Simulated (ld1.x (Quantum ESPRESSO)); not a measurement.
**Dy (Z = 66): one change to a TM potential, before and after**

- Element: dysprosium (Dy)
- Generator: ld1.x (Quantum ESPRESSO) 7.5
- Type: norm-conserving Troullier–Martins (Kleinman–Bylander form)
- Functional: PBE
- Relativity: fully relativistic
- Frozen core: [Kr] 4d10 5s2
- Valence charge: 18
- Reference configuration: 4f10 5p6 5d0 6s1 6p0 (charge +1)
- Partial waves: 6s (bound): rc 2.70 bohr; 5p (bound): rc 2.50 bohr; 5d (bound, empty): rc 3.45 bohr; 4f (bound): rc 1.45 bohr
- Local potential: all-electron potential smoothed inside 2.50 bohr (lloc = -1)
- Core correction: a·sin(br)/r model core, default radius (core density twice the valence density)

Open shells are filled in proportion to 2j + 1 (rel_dist='average').

Change: wave 6s (bound): rc 2.70 bohr becomes 6s (bound): rc 2.80 bohr.

Cutoffs: the cutoffs (Ry, on a coarse ladder) from which the occupation-weighted sum of valence levels, in a spherical-Bessel basis at the reference potential, stays within 10 and 1 mRy of its value at 400 Ry; they do not see the model core or the augmentation charge, which bear on the density cutoff. Errors are all-electron minus pseudo energies relative to the spin-unpolarised reference configuration.

Predict the effect on cutoff, ghosts and configuration errors.

Both files keep a bound ghost (s); of the 5 tests that both files solve, the error grows in 0 and shrinks in 1 by more than 15 % and 0.3 meV (median size 90.2 → 68.1 meV).

```csv
quantity,base,changed
"cutoff, loose",200 Ry,200 Ry
"cutoff, tight",over 300 Ry,over 300 Ry
loose cutoff by channel (10 mRy a level),"s 8 Ry, p 15 Ry, f 180 Ry","s 6 Ry, p 15 Ry, f 180 Ry"
bound ghosts,s,s
"tests counted (converged, no solver errors)",6 of 7,6 of 7
"error for 4f10 5p6 5d0 6s0 6p0, meV [ΔE 11.67 eV]",-5.0,-5.3
"error for 4f9 5p6 5d0 6s0 6p0, meV [ΔE 37.25 eV]",-90,-68
"error for 4f10 5p5 5d0 6s2 6p0, meV [ΔE 24.61 eV]",-143,-145
"error for 4f9 5p6 5d1 6s1 6p0, meV [ΔE 4.91 eV]",-316,-308
"error for 4f10 5p6 5d0 6s1.5 6p0, meV [ΔE -3.76 eV]",-1.3,-1.1
s: phases at 3.73 bohr within 0.05 rad from the reference energy up to (Ry; the scan ends near 5),1.5,1.4
p1/2: phases at 3.73 bohr within 0.05 rad from the reference energy up to (Ry; the scan ends near 5),2.4,2.4
p3/2: phases at 3.73 bohr within 0.05 rad from the reference energy up to (Ry; the scan ends near 5),-0.3,-0.3
d3/2: phases at 3.73 bohr within 0.05 rad from the reference energy up to (Ry; the scan ends near 5),0.7,0.7
d5/2: phases at 3.73 bohr within 0.05 rad from the reference energy up to (Ry; the scan ends near 5),0.8,0.8
f5/2: phases at 3.73 bohr within 0.05 rad from the reference energy up to (Ry; the scan ends near 5),0.3,0.3
f7/2: phases at 3.73 bohr within 0.05 rad from the reference energy up to (Ry; the scan ends near 5),n/a,n/a
```

Base: Tests not counted: 4f10 5p6 5d0 6s2 6p0 (solver errors, printed error -4.5 meV). Changed file: Tests not counted: 4f9 5p6 5d0 6s2 6p0 (solver errors, printed error -2592 eV). A true bound ghost makes a file unfit for plane-wave use even where its test errors are small: the radial tests pick states by their node count and pass the ghost by. Where a test does run into it, the solver fails or the error is huge.
